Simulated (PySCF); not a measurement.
H4BCl3O2Si2, SMILES [Si]([SiH2]B(O)O)(Cl)(Cl)Cl, GFN2-xTB optimised geometry. Atoms within 1.6 Å of the plane z = 1.2 Å (x, y, z in Å): O1 (1.52, -1.62, 0.00), B2 (0.17, -1.62, 0.00), O3 (-0.45, -2.81, -0.01), Si4 (-1.02, -0.03, 0.00), Si5 (0.13, 1.95, 0.52), Cl7 (2.15, 1.65, 0.21), Cl8 (0.00, 2.56, 2.45), H9 (2.00, -0.78, 0.01), H10 (0.13, -3.58, -0.01), H11 (-2.15, -0.09, 0.94).

Calculation: PBE0/def2-TZVP (PySCF).

Map of the electrostatic potential (hartree/e), clipped to [-0.08, 0.12] on the plane z = 1.2 Å:

```
|.........................|
|.........................|
|.........................|
|:........................|
|::.........:::::.........|
|::::::::::-+**=::........|
|:::::::::-#@@@@=::.......|
|::::::::-+@@@@@%*=:.....:|
|::::::::-*@@@@@@@@+::::::|
|::::::::=*@@@@@@@@+::::::|
|:::::::-=*@@@@@%@#=::::::|
|::::::-%@@@@@@*+=--::::::|
|::::::+@@@@@@*+==--::::::|
|::::::=@@@@@%*====--:::::|
|:::::::-=+#%%#=----::::::|
|:::::::::-=#@@=:.::::::::|
|:::.......:+%%-.  ..:::::|
|::......   :==-.  ...::::|
|::......   .---......::::|
|::......   :-=-::...:::::|
|::.........-===-:::::::::|
|:::.......:-===-:::::::::|
|::::....:::-----:::::::::|
|:::::::::::-----:::::::::|
|:::::::::::::-:::::::::::|
```
Scale: ten equal steps from -0.031 (start of ' ') to 0.120 (end of '@'), in the order ' .:-=+*#%@'; x runs from -6.00 to 6.00, y from -6.00 (bottom) to 6.00 (top).
